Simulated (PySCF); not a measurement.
SCF from a fresh guess for singlet SnF2, at the PBE0 minimum. PySCF input:

```python
from pyscf import gto, scf, dft
mol = gto.M(atom='''
Sn    -0.313320     0.000000    -0.000000
F      0.988720    -1.431630    -0.000000
F      0.988720     1.431630     0.000000''',
    basis={'Sn': 'x2c-TZVPall', 'F': 'x2c-TZVPall'},
    nucmod='G',
    charge=0, spin=0)
mf = dft.RKS(mol, xc='PBE0')
mf.grids.atom_grid = (50, 194)
aux = {'Sn': 'AutoAux', 'F': 'AutoAux'}  # AutoAux: made from the orbital basis by basis_set_exchange (get_aux=1)
mf = mf.density_fit(auxbasis=aux).sfx2c1e()
mf.conv_tol = 1e-08
mf.diis_space = 10
mf.max_cycle = 60
mf.init_guess = 'minao'
mf.verbose = 4
mf.kernel()
```

Excerpt of the output (cycles and frontier levels):

```
init E= -6375.91705968205
  HOMO = -0.332958187938985  LUMO = -0.116241310753818  gap/eV = 5.89717
cycle= 1 E= -6375.87166272824  delta_E= 0.0454  |g|= 0.94  |ddm|= 1.57
  HOMO = -0.18564222747532  LUMO = -0.0964674857021066  gap/eV = 2.42657
cycle= 2 E= -6375.09100837187  delta_E= 0.781  |g|= 2.33  |ddm|= 1.79
  HOMO = -0.316496949130009  LUMO = -0.101763177308939  gap/eV = 5.84320
cycle= 3 E= -6376.03093390541  delta_E= -0.94  |g|= 0.0404  |ddm|= 1.26
  HOMO = -0.321772713602538  LUMO = -0.104165407829257  gap/eV = 5.92140
cycle= 4 E= -6376.03122812089  delta_E= -0.000294  |g|= 0.0305  |ddm|= 0.097
  HOMO = -0.319993886290318  LUMO = -0.102520926449102  gap/eV = 5.91774
cycle= 5 E= -6376.03136830183  delta_E= -0.00014  |g|= 0.00704  |ddm|= 0.0234
  HOMO = -0.319937557827807  LUMO = -0.102062976774889  gap/eV = 5.92867
cycle= 6 E= -6376.031378255  delta_E= -9.95e-06  |g|= 0.000502  |ddm|= 0.00559
  HOMO = -0.319997538003692  LUMO = -0.102127903608277  gap/eV = 5.92853
cycle= 7 E= -6376.03137830038  delta_E= -4.54e-08  |g|= 0.000153  |ddm|= 0.000612
  HOMO = -0.319985519774282  LUMO = -0.102125056559913  gap/eV = 5.92829
cycle= 8 E= -6376.0313783042  delta_E= -3.82e-09  |g|= 3.05e-05  |ddm|= 0.000104
  HOMO = -0.319982603295408  LUMO = -0.102125912394257  gap/eV = 5.92818
Extra cycle  E= -6376.03137830398  delta_E= 2.21e-10  |g|= 5.03e-05  |ddm|= 4.57e-05
converged SCF energy = -6376.03137830398
```

No lower solution of this spin was found by a stability analysis within the restricted form, which does not test spin polarisation.

The search for the lowest solution, with the stability check, took 14 s on 4 threads of a shared Arm Neoverse N1 host, with 122 basis functions; the process peaked at 0.4 GiB. Launch command: `OMP_NUM_THREADS=4 python axn.py task.json out`.
